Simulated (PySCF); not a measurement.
Cl₄Te, charge -1, doublet, geometry from GFN2-xTB (a state made from the parent by changing its charge; the spin is typed, not shown lowest) (all electrons, no relativity) (in this run its highest filled SCF level lies above zero, so its values depend strongly on the basis, on diffuse functions most of all); B3LYP/STO-3G (PySCF).

PySCF was given this input:
```python
from pyscf import gto, scf, dft

mol = gto.Mole()
mol.atom = '''
    Te    0.00024344   -0.00520567    0.19683257
    Cl    1.52359952   -1.93354330   -0.20364566
    Cl    1.93806377    1.52729837   -0.11262876
    Cl   -1.52397184    1.94150491   -0.09739239
    Cl   -1.93843609   -1.51933676   -0.18840929
'''
mol.basis = 'sto-3g'
mol.charge = -1
mol.spin = 1
mol.verbose = 5
mol.build()

mf = dft.UKS(mol)
mf.xc = 'b3lyp'
mf.kernel()
```

What the program printed (banner, timings and long lists left out):

```
PySCF version 2.14.0

[INPUT] verbose = 5
[INPUT] max_memory = 4000
[INPUT] num. atoms = 5
[INPUT] num. electrons = 121
[INPUT] charge = -1
[INPUT] spin (= nelec alpha-beta = 2S) = 1
[INPUT] symmetry False subgroup None
[INPUT] Mole.unit = angstrom
[INPUT] Symbol           X                Y                Z      unit          X                Y                Z       unit  Magmom
[...]
[INPUT] ---------------- BASIS SET ----------------
[INPUT] l, kappa, [nprim/nctr], expnt,             c_1 c_2 ...
[INPUT] Cl
[...]
                                109.5358542       0.5353281423
                                29.64467686       0.4446345422
[...]
                                9.053563477       0.3995128261
                                2.944499834       0.7001154689
[...]
                                0.5940934274      0.2255954336
                                0.232524141       0.900398426
[...]
                                9.053563477       0.6076837186
                                2.944499834       0.3919573931
[...]
                                0.5940934274      0.5951670053
                                0.232524141       0.462001012
[INPUT] Te
[...]
                                1058.309972       0.5353281423
                                286.4199797       0.4446345422
[...]
                                119.1530471       0.3995128261
                                38.752269         0.7001154689
[...]
                                20.1276997        0.2175436044
                                7.765892279       0.9166769611
[...]
                                2.612043655       0.0576109534
                                1.149828048       1.115578745
[...]
                                0.3775912653      -0.1972567438
                                0.166788702       1.375495512
[...]
                                119.1530471       0.6076837186
                                38.752269         0.3919573931
[...]
                                20.1276997        0.5777664691
                                7.765892279       0.4846460366
[...]
                                2.612043655       0.5852047641
                                1.149828048       0.543944204
[...]
                                0.3775912653      0.629032369
                                0.166788702       0.6662832743
[...]
                                20.1276997        0.6555473627
                                7.765892279       0.286573259
[...]
                                2.612043655       0.6686785577
                                1.149828048       0.3052468245

nuclear repulsion = 988.983558386277
number of shells = 31
number of NR pGTOs = 189
number of NR cGTOs = 63
basis = sto-3g
ecp = {}

******** <class 'pyscf.dft.uks.UKS'> ********
method = UKS
initial guess = minao
damping factor = 0
level_shift factor = 0
DIIS = <class 'pyscf.scf.diis.CDIIS'>
diis_start_cycle = 1
diis_space = 8
diis_damp = 0
SCF conv_tol = 1e-09
SCF conv_tol_grad = None
SCF max_cycles = 50
direct_scf = True
direct_scf_tol = 1e-13
number electrons alpha = 61  beta = 60
XC library pyscf.dft.libxc version 7.1.2
    S. Lehtola, C. Steigemann, M. J. T. Oliveira, and M. A. L. Marques,  SoftwareX 7, 1–5 (2018)
XC functionals = b3lyp
    P. J. Stephens, F. J. Devlin, C. F. Chabalowski, and M. J. Frisch,  J. Phys. Chem. 98, 11623 (1994)
radial grids:
    Treutler-Ahlrichs [JCP 102, 346 (1995); DOI:10.1063/1.469408] (M4) radial grids

becke partition: Becke, JCP 88, 2547 (1988); DOI:10.1063/1.454033
pruning grids: <function nwchem_prune>
grids dens level: 3
symmetrized grids: False
atomic radii adjust function: <function treutler_atomic_radii_adjust>
small_rho_cutoff = 0
Set gradient conv threshold to 3.16228e-05
atom Te rad-grids = 95, ang-grids = [ 50  50  50  50  50  50  50  50  50  50  50  50  50  50  50  50  50  50
  50  50  50  50  50  50  50  50  50  50  50  50  86  86  86  86  86  86
  86  86  86  86  86  86  86  86  86  86 350 350 350 350 350 350 350 350
 350 350 350 434 434 434 434 434 434 434 434 434 434 434 434 434 434 434
 434 434 434 434 434 434 434 434 350 350 350 350 350 350 350 350 350 350
 350 350 350 350 350]
atom Cl rad-grids = 80, ang-grids = [ 50  50  50  50  50  50  50  50  50  50  50  50  50  50  50  50  50  50
  50  50  50  50  50  50  86  86  86  86  86  86  86  86  86  86  86  86
  86 350 350 350 350 350 350 350 350 350 434 434 434 434 434 434 434 434
 434 434 434 434 434 434 434 434 434 434 350 350 350 350 350 350 350 350
 350 350 350 350 350 350 350 350]
tot_boxes 2250, boxes in each direction [13 13  8]
Padding 2 grids
tot grids = 97480
nelec by numeric integration = [59.24050489 59.24050489]
E1 = -13425.351663403339  E2 = 4087.2042199836947  Ecoul = 4368.649672151734  Exc = -281.44545216803937
init E= -8349.16388503337
cond(S) = 5.281327155034317

  alpha mo_energy =
[-1.10957537e+03 -1.66030505e+02 -1.58404095e+02 -1.58404095e+02
 -1.58404067e+02 -1.00919999e+02 -1.00919999e+02 -1.00919995e+02
 -1.00919986e+02 -3.26349774e+01 -2.99352450e+01 -2.99352450e+01
 -2.99349003e+01 -2.15317877e+01 -2.15317862e+01 -2.15317731e+01
 -2.15317731e+01 -2.15317556e+01 -9.68621958e+00 -9.68621956e+00
 -9.68602978e+00 -9.68560637e+00 -7.45916525e+00 -7.45916510e+00
 -7.45902608e+00 -7.45849197e+00 -7.45637083e+00 -7.45623750e+00
 -7.45623747e+00 -7.45619110e+00 -7.45616085e+00 -7.45611595e+00
 -7.45611585e+00 -7.45598562e+00 -6.01615731e+00 -4.80776917e+00
 -4.80776903e+00 -4.80594257e+00 -2.08681672e+00 -2.08454854e+00
 -2.08386776e+00 -2.08358032e+00 -2.08357982e+00 -1.14569078e+00
 -1.11088392e+00 -1.11088390e+00 -1.08343606e+00 -8.79913013e-01
 -7.43648618e-01 -7.43648608e-01 -6.77607320e-01 -6.26185304e-01
 -6.22891521e-01 -6.08831239e-01 -6.08831218e-01 -6.03480549e-01
 -6.03412776e-01 -6.03412757e-01 -5.91387197e-01 -5.55479414e-01
 -4.98965978e-01 -3.81162185e-01 -3.81162160e-01]
  beta  mo_energy =
[-1.10957537e+03 -1.66030505e+02 -1.58404095e+02 -1.58404095e+02
[...]
 -2.86692240e+01 -2.02636682e+01 -2.02636487e+01 -2.02596768e+01
 -2.02596768e+01 -2.02583427e+01 -8.99600880e+00 -8.99600878e+00
 -8.99584058e+00 -8.99543625e+00 -6.77159584e+00 -6.77159572e+00
 -6.77144808e+00 -6.77088009e+00 -6.76165137e+00 -6.76150276e+00
 -6.76150274e+00 -6.76123720e+00 -6.76122525e+00 -6.76119686e+00
 -6.76115384e+00 -6.76115377e+00 -5.10517723e+00 -3.90984593e+00
 -3.90984579e+00 -3.88926500e+00 -1.18863421e+00 -1.18557055e+00
 -1.17102110e+00 -1.17102059e+00 -1.16681689e+00 -5.67111263e-01
 -5.40673896e-01 -5.40673849e-01 -5.21249721e-01 -3.10145645e-01
 -1.83812996e-01 -1.83812962e-01 -1.16910775e-01 -7.43258070e-02
 -6.83748566e-02 -5.95563112e-02 -5.95562871e-02 -5.35836579e-02
 -5.31207385e-02 -5.31206924e-02 -4.29877394e-02 -9.10778724e-04
  1.00637291e-01  2.19052408e-01  2.19052465e-01]
multiplicity <S^2> = 0.75276573  2S+1 = 2.0027638
nelec by numeric integration = [61.0000046  60.00000448]
E1 = -13546.931797900648  E2 = 4187.9140803270975  Ecoul = 4472.672698483516  Exc = -284.75861815641804
cycle= 7 E= -8370.03415918727  delta_E= -1.98e-09  |g|= 1.23e-06  |ddm|= 0.000313
  alpha mo_energy =
[-1.10762871e+03 -1.64453351e+02 -1.56799362e+02 -1.56799362e+02
 -1.56797910e+02 -1.00181254e+02 -1.00181254e+02 -1.00181251e+02
 -1.00181242e+02 -3.13687495e+01 -2.86755256e+01 -2.86755256e+01
 -2.86699410e+01 -2.02637755e+01 -2.02637559e+01 -2.02600257e+01
 -2.02600256e+01 -2.02588008e+01 -8.99733334e+00 -8.99733333e+00
 -8.99716912e+00 -8.99675830e+00 -6.77543880e+00 -6.77543874e+00
 -6.77530794e+00 -6.77473951e+00 -6.76228778e+00 -6.76215369e+00
 -6.76215362e+00 -6.76212642e+00 -6.76209629e+00 -6.76205574e+00
 -6.76205553e+00 -6.76187321e+00 -5.10637879e+00 -3.91037408e+00
 -3.91037394e+00 -3.89123569e+00 -1.18899780e+00 -1.18590019e+00
 -1.17201344e+00 -1.17201293e+00 -1.16816865e+00 -5.75906936e-01
 -5.49126164e-01 -5.49126118e-01 -5.29979946e-01 -3.24932966e-01
 -1.95372100e-01 -1.95372080e-01 -1.28535561e-01 -8.75772425e-02
 -7.77523426e-02 -6.46954468e-02 -6.46954250e-02 -6.04715221e-02
 -5.90938653e-02 -5.90938128e-02 -4.64611800e-02 -6.22745704e-03
  2.96869264e-02  2.02938553e-01  2.02938581e-01]
  beta  mo_energy =
[-1.10762828e+03 -1.64452991e+02 -1.56799158e+02 -1.56799158e+02
 -1.56797480e+02 -1.00180203e+02 -1.00180203e+02 -1.00180199e+02
 -1.00180190e+02 -3.13682342e+01 -2.86753331e+01 -2.86753330e+01
 -2.86692233e+01 -2.02636676e+01 -2.02636481e+01 -2.02596762e+01
 -2.02596761e+01 -2.02583420e+01 -8.99600938e+00 -8.99600936e+00
 -8.99584116e+00 -8.99543683e+00 -6.77159644e+00 -6.77159630e+00
 -6.77144869e+00 -6.77088069e+00 -6.76165198e+00 -6.76150337e+00
 -6.76150334e+00 -6.76123781e+00 -6.76122581e+00 -6.76119743e+00
 -6.76115436e+00 -6.76115430e+00 -5.10517665e+00 -3.90984547e+00
 -3.90984533e+00 -3.88926425e+00 -1.18863381e+00 -1.18557014e+00
 -1.17102046e+00 -1.17101996e+00 -1.16681617e+00 -5.67111431e-01
 -5.40674136e-01 -5.40674089e-01 -5.21249984e-01 -3.10145508e-01
 -1.83812923e-01 -1.83812889e-01 -1.16910861e-01 -7.43261652e-02
 -6.83748753e-02 -5.95567124e-02 -5.95566887e-02 -5.35841504e-02
 -5.31211532e-02 -5.31211070e-02 -4.29881076e-02 -9.10890973e-04
  1.00637190e-01  2.19052620e-01  2.19052676e-01]
multiplicity <S^2> = 0.7527656  2S+1 = 2.0027637
nelec by numeric integration = [61.0000046  60.00000448]
E1 = -13546.931786775724  E2 = 4187.914069202126  Ecoul = 4472.672687227785  Exc = -284.75861802565953
cycle= 8 E= -8370.03415918732  delta_E= -4.73e-11  |g|= 4.46e-07  |ddm|= 2.86e-05
  alpha mo_energy =
[-1.10762871e+03 -1.64453351e+02 -1.56799362e+02 -1.56799362e+02
 -1.56797910e+02 -1.00181254e+02 -1.00181254e+02 -1.00181251e+02
 -1.00181242e+02 -3.13687493e+01 -2.86755255e+01 -2.86755254e+01
 -2.86699408e+01 -2.02637753e+01 -2.02637557e+01 -2.02600255e+01
 -2.02600255e+01 -2.02588006e+01 -8.99733338e+00 -8.99733337e+00
 -8.99716916e+00 -8.99675834e+00 -6.77543887e+00 -6.77543880e+00
 -6.77530797e+00 -6.77473955e+00 -6.76228782e+00 -6.76215373e+00
 -6.76215364e+00 -6.76212644e+00 -6.76209630e+00 -6.76205578e+00
 -6.76205562e+00 -6.76187325e+00 -5.10637864e+00 -3.91037395e+00
 -3.91037381e+00 -3.89123552e+00 -1.18899767e+00 -1.18590007e+00
 -1.17201329e+00 -1.17201278e+00 -1.16816849e+00 -5.75906920e-01
 -5.49126163e-01 -5.49126118e-01 -5.29979952e-01 -3.24932919e-01
 -1.95372097e-01 -1.95372077e-01 -1.28535495e-01 -8.75772639e-02
 -7.77523525e-02 -6.46954409e-02 -6.46954187e-02 -6.04715170e-02
 -5.90938762e-02 -5.90938240e-02 -4.64611914e-02 -6.22742540e-03
  2.96869761e-02  2.02938568e-01  2.02938596e-01]
  beta  mo_energy =
[-1.10762828e+03 -1.64452991e+02 -1.56799157e+02 -1.56799157e+02
 -1.56797480e+02 -1.00180203e+02 -1.00180203e+02 -1.00180199e+02
 -1.00180190e+02 -3.13682341e+01 -2.86753329e+01 -2.86753329e+01
 -2.86692232e+01 -2.02636675e+01 -2.02636479e+01 -2.02596760e+01
 -2.02596760e+01 -2.02583419e+01 -8.99600942e+00 -8.99600940e+00
 -8.99584120e+00 -8.99543687e+00 -6.77159648e+00 -6.77159637e+00
 -6.77144872e+00 -6.77088073e+00 -6.76165202e+00 -6.76150341e+00
 -6.76150338e+00 -6.76123785e+00 -6.76122583e+00 -6.76119744e+00
 -6.76115444e+00 -6.76115435e+00 -5.10517650e+00 -3.90984534e+00
 -3.90984519e+00 -3.88926409e+00 -1.18863368e+00 -1.18557001e+00
 -1.17102031e+00 -1.17101981e+00 -1.16681602e+00 -5.67111414e-01
 -5.40674136e-01 -5.40674090e-01 -5.21249994e-01 -3.10145444e-01
 -1.83812886e-01 -1.83812851e-01 -1.16910823e-01 -7.43261818e-02
 -6.83748826e-02 -5.95567363e-02 -5.95567123e-02 -5.35841714e-02
 -5.31211717e-02 -5.31211255e-02 -4.29881255e-02 -9.10872813e-04
  1.00637213e-01  2.19052691e-01  2.19052748e-01]
multiplicity <S^2> = 0.7527656  2S+1 = 2.0027637
nelec by numeric integration = [61.0000046  60.00000448]
E1 = -13546.931782401705  E2 = 4187.9140648281  Ecoul = 4472.672682900548  Exc = -284.75861807244803
Extra cycle  E= -8370.03415918733  delta_E= -7.28e-12  |g|= 5.34e-07  |ddm|= 4.84e-06
converged SCF energy = -8370.03415918733  <S^2> = 0.7527656  2S+1 = 2.0027637
```
